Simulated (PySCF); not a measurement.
CdBr2, SMILES [Br][Cd][Br]. The structure is a stationary point at B3LYP-D3(BJ)/def2-SVP. The structure was generated by enumeration; whether it is a known compound was not checked. The def2 effective core potentials stand for the cores of Cd; spin–orbit coupling is left out.

Computed equilibrium geometry at B3LYP-D3(BJ)/def2-SVP (PySCF confirms it by a frequency run) as bond lengths and angles, and its point group:
point group D∞h.
Atoms: Cd1 Br2 Br3. Bonded distances (Å): Cd1–Br2 2.426, Cd1–Br3 2.426. Angles (°): Br2–Cd1–Br3 180.0.
